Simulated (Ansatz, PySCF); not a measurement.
Molecule: BaF₂, charge 0, multiplicity 1. 
Structure (B3LYP-D3(BJ)/def2-TZVP (Ansatz, a quantum-chemistry and plane-wave program) minimum search):
SMILES: [F][Ba][F]
```xyz
3

Ba     0.2229     0.1181     0.0921
F     -0.9395     1.0791    -1.5469
F     -0.4472    -1.8142     0.9739
```
Charge 0, spin multiplicity 1.

Property: vertical electron affinity (to the doublet state of charge -1; a negative value means that the extra electron is unbound and the number depends on the basis; each state is the SCF solution reached for its spin), in eV. Cores are frozen in the correlated levels unless marked. UHF or UKS for open shells. No spin-orbit coupling. Frozen are the shells of the preceding noble gas and the d and f shells that filled before the atom's block. The outer core of K, Ca and their heavier congeners is not correlated, a term that matters for these elements. In def2 rows, elements after Kr have scalar-relativistic effective core potentials. Anions need diffuse functions: def2-D sets add few. CBS(X,Y): correlation extrapolated as X^-3; Hartree-Fock from the larger set. The bracket is a focal-point correction in the basis named.

| level | program | vertical electron affinity (eV) |
|---|---|---|
| HF/def2-SVPD | Ansatz | 0.29 |
| HF/def2-TZVPPD | Ansatz | 0.26 |
| HF/def2-QZVPPD | Ansatz | 0.30 |
| BHLYP/def2-TZVPD | Ansatz | 0.41 |
| M06-2X/def2-TZVPD | PySCF | 0.39 |
| MP2/def2-QZVPPD | Ansatz | 0.31 |
| MP2/CBS(def2-TZVPPD,def2-QZVPPD) | Ansatz | 0.31 |
| SCS-MP2/def2-SVPD | Ansatz | 0.29 |
| SCS-MP2/def2-QZVPPD | Ansatz | 0.31 |
| CCSD/def2-SVPD | Ansatz | 0.32 |
| CCSD(T)/def2-SVPD | Ansatz | 0.33 |
| CCSD(T)/def2-TZVPPD | Ansatz | 0.30 |
| CCSD(T)/def2-QZVPPD | Ansatz | 0.34 |
| RI-MP2/CBS(def2-TZVPPD,def2-QZVPPD)+[CCSD(T)-MP2]/def2-TZVPPD | Ansatz | 0.34 |
